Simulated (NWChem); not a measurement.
GeH3SeF; SMILES F[Se][GeH3]

```xyz
6

Se    -0.4038    -1.0053     0.0000
F      1.3198    -1.4642     0.0000
Ge     0.0473     1.3136     0.0000
H      0.8391     1.6764    -1.2645
H     -1.3428     1.9727     0.0000
H      0.8391     1.6764     1.2645
```
Atoms are numbered in this order, from 1.

Computed with NWChem. The geometry was optimised at PBE0/def2-SVP.

Question: Estimate the computed values for B3LYP/def2-TZVP. Quantities: highest occupied level (eV); orbital gap (eV); dipole (D).

Answer: 
- highest occupied level (eV) = -6.74
- orbital gap (eV) = 4.31
- dipole (D) = 2.30
